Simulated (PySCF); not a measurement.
## Bismuth: highly charged ions in a basis for the neutral atom

Bi⁷⁺ [Xe] 4f14 5d8, Bi⁸⁺ [Xe] 4f14 5d7. Computed with PySCF 2.14 in cc-pVDZ-PP with ECP60MDF, with a scalar-relativistic core potential. No spin-orbit coupling, so a gap to NIST mixes the basis error with missing relativistic terms.

Changed run: basis of the neutral atom used for a highly charged ion. This setting is unsound on purpose.

```tsv
species	method	sound run (hartree)	changed run (hartree)	converged
Bi⁷⁺	UHF	not run	-201.15434	yes
Bi⁷⁺	r2SCAN	not run	-201.96293	yes
Bi⁷⁺	MN15	not run	-201.42730	yes
Bi⁸⁺	UHF	not run	-196.54478	yes
Bi⁸⁺	r2SCAN	not run	-197.29509	yes
Bi⁸⁺	MN15	not run	-196.77766	yes
```

Ionisation energy of Bi⁷⁺:

```csv
method,changed run (eV),NIST (eV)
UHF,125.43,122 ± 2.1
r2SCAN,127.02,122 ± 2.1
MN15,126.52,122 ± 2.1
```

The contracted functions were made for the neutral atom and can be too rigid for a highly charged ion.
